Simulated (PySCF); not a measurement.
PySCF input:

```python
from pyscf import gto, scf, dft

mol = gto.M(
    atom='''
    F    -0.67566523   -0.86675447   -1.05113861
    C    -0.53150033   -0.06471911   -0.00882361
    F    -0.72804288   -0.73213894    1.11651482
    Cl    0.93072794    0.86931502   -0.03149672
    ''',
    basis='def2-tzvpd',
    charge=1,
    spin=0,
    verbose=4,
)

mf = dft.RKS(mol, xc='m062x').density_fit(auxbasis='def2-universal-jkfit')
mf.grids.level = 4
mf.conv_tol = 1e-9
mf.max_cycle = 100
mf.max_memory = 1500
mf.kernel()
if not mf.converged:
    mf = mf.newton()
    mf.kernel(mf.make_rdm1())
mf.analyze()
```

### Question
Which total energy does the run end on?

### Answer
-697.56489 Eh (M06-2X/def2-TZVPD).

This state (charge 1, singlet) is run at the relaxed geometry of the species with charge 0 and multiplicity 2.
